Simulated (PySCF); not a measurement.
## Excitation energy of Cd²⁺ by level of theory

Cd²⁺ [Kr] 4d10 (1S) → Cd²⁺ [Kr] 4d9 5s1 (3D), as a difference of total energies. Calculation: PySCF 2.14, in x2c-QZVPPall (13s8p7d4f2g, 118 functions); scalar relativity by spin-free X2C-1e. Correlated levels: valence: [Kr] frozen; valence and next inner shell: [Ar] 3d10 frozen. The calculations carry no spin-orbit coupling.

```csv
method,excitation energy (eV)
UHF,9.739
LDA,9.800
PBE,9.746
PBE0,9.952
r2SCAN,9.941
M06-L,10.615
M06,10.379
M06-2X,10.268
MP2 (valence),10.526
SCS-MP2 (valence),10.556
MP2 (valence and next inner shell),10.275
SCS-MP2 (valence and next inner shell),10.289
```

Question: How much does correlation contribute at MP2 (valence and next inner shell)?

Answer: 10.275 − (9.739) = 0.536 eV, measured against UHF.

A first-order spin-orbit estimate (lowest level to lowest level, LS coupling) adds -0.293 eV.

The basis was made for the ground configuration and has no added diffuse functions, so the excitation energy can come out too high.
